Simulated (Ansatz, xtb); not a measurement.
**Relative energy of two isomers of B2Cl2H4O2**

Structure I: `Cl[B@H-]1[OH+][B@H-](Cl)[OH+]1`, a singlet. Structure II: `Cl[B@H-]1[OH+][B@@H-](Cl)[OH+]1`, a singlet. Both are isolated molecules in the gas phase, relaxed with PBE0-D4/def2-SVP.

Q: Estimate which is lower in electronic energy at CCSD(T)/def2-SVP + ΔMP2/def2-TZVPP, and by roughly how much.

A: CCSD(T)/def2-SVP + ΔMP2/def2-TZVPP gives E(II) − E(I) = +0.08 kcal/mol, slightly favouring structure I, which is too small a margin to settle the true order.

The same difference at several levels:

```tsv
level	geometry	E(II) − E(I) (kcal/mol)	departure from the last row (kcal/mol)	job, with rough time for the two
GFN2-xTB	GFN2-xTB	+0.59	+0.51	optimisation, 0.18 s
HF/STO-3G	GFN2-xTB	+0.66	+0.57	single point, 0.4 s
r2SCAN-D4/def2-SVP	GFN2-xTB	+0.07	−0.02	single point, 4.8 s
PBE0-D4/def2-SVP	PBE0-D4/def2-SVP	−0.01	−0.10	optimisation, 34 s
HF/def2-SVP	PBE0-D4/def2-SVP	+0.28	+0.19	part of the CCSD(T) run
MP2/def2-SVP	PBE0-D4/def2-SVP	−0.04	−0.13	part of the CCSD(T) run
CCSD(T)/def2-SVP	PBE0-D4/def2-SVP	−0.02	−0.11	single point
CCSD(T)/def2-SVP + ΔMP2/def2-TZVPP	PBE0-D4/def2-SVP	+0.08		single point, 43 s
```

As drawn, both hold the same kinds of bond in the same numbers.

The largest departure from CCSD(T)/def2-SVP + ΔMP2/def2-TZVPP is that of HF/STO-3G, 0.57 kcal/mol. The last row adds to CCSD(T) the change of the MP2 difference between the two basis sets, here +0.11 kcal/mol.

With thermal terms from frequencies at re-optimised GFN2-xTB minima (ideal gas, soft modes damped towards free rotors, one conformer each, 298.15 K, 1 atm): the zero-point term adds −0.01 kcal/mol; ΔH is +0.04 and ΔG +0.10 kcal/mol.

The correlated steps freeze 14 core orbitals. Run with Ansatz 0.2.0, xtb 6.7.1; the last row on 2 threads of Arm Neoverse V1 on a shared host.
